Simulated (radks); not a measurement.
Results of a calculation; reference values are marked as such.
Excited configurations of Ce LII: one electron is placed in a higher orbital outside [He] 2s2 2p2. The ground configuration is [He] 2s2 2p3. Code: a radial shooting solver on a logarithmic mesh with Libxc functionals. Model: Dirac Kohn-Sham, BLYP, spin-unpolarised, spherical densities, point nucleus; open shells are shared between the two j in proportion to 2j + 1. Excitation = E - E(ground); binding = E(ion) - E, where the ion is the core of charge +52; n* = 52/sqrt(2 binding) in atomic units. These energies are relativistic, and a one-electron ion of charge +52 with no core already has n* below n in this formula (Dirac formula, point nucleus, mean over j: 3s 2.944, 4s 3.939, 4f 3.993, 5d 4.982, 6p 5.960, 6d 5.980, 7p 6.959). Eigenvalue and <r> are those of j = l + 1/2.

| outer orbital | excitation (eV) | binding (eV) | n* | eigenvalue (eV) | <r> (bohr) |
|---|---|---|---|---|---|
| 3s | 5494.2 | 4487.3 | 2.863 | -4442.4 | 0.2359 |
| 4s | 7508.6 | 2472.9 | 3.857 | -2450.5 | 0.4284 |
| 4f | 7673.1 | 2308.4 | 3.992 | -2275.4 | 0.3438 |
| 5d | 8486.4 | 1495.1 | 4.961 | -1478.3 | 0.6554 |
| 6p | 8929.9 | 1051.6 | 5.915 | -1038.2 | 1.005 |
| 6d | 8947.0 | 1034.5 | 5.963 | -1024.3 | 0.9742 |
| 7p | 9213.4 | 768.06 | 6.921 | -759.00 | 1.385 |

The Delta-SCF ionisation energy is 9981.5 eV (NIST Atomic Spectra Database: 9803 eV, theoretical). Self-interaction in the functional shifts the binding energies and quantum defects, so they are the method's values and not measured ones. Spin polarisation and multiplet splitting are left out, so open shells lie too high by an amount that depends on their filling. Sharing an open shell by 2j + 1 raises it above the true ground level by a part of the spin-orbit splitting, which enters the differences from NIST.

Beside tabulated values, note that spin-unpolarised runs miss the spin-polarisation part of the exchange energy of open shells.
